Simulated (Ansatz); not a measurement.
```xyz
6

Cl    2.367    0.506   -0.040
Zr    0.046    0.537   -0.006
Cl   -0.785    2.198    1.374
Cl   -0.725    0.742   -2.187
Se   -0.806   -1.652    0.980
H    -0.097   -2.332   -0.121
```

The species carries charge 0 and has multiplicity 1. Zr takes the def2 core potential.

Q: List the ωB97M-V/def2-TZVPP orbital energies in eV (Ansatz). (Estimate.)

A: The calculation gave: Occupied: -12368.46, -2772.47, -2772.31, -2772.31, -1588.76, -1423.52, -1423.48, -1423.47, -262.88, -262.71, -262.71, -218.21, -200.29, -200.26, -200.25, -200.12, -200.12, -200.09, -200.09, -200.09, -200.09, -161.16, -161.00, -160.95, -63.66, -61.05, -61.00, -60.95, -60.83, -60.83, -39.96, -39.89, -39.79, -25.86, -25.59, -25.53, -22.42, -13.75, -13.61, -13.37, -13.32, -12.87, -12.83, -12.61, -12.24, -12.15, -11.85, -11.02, -9.88. Lowest empty: -0.70, -0.47, 0.03, 0.12, 0.28, 0.62, 1.43, 1.60.
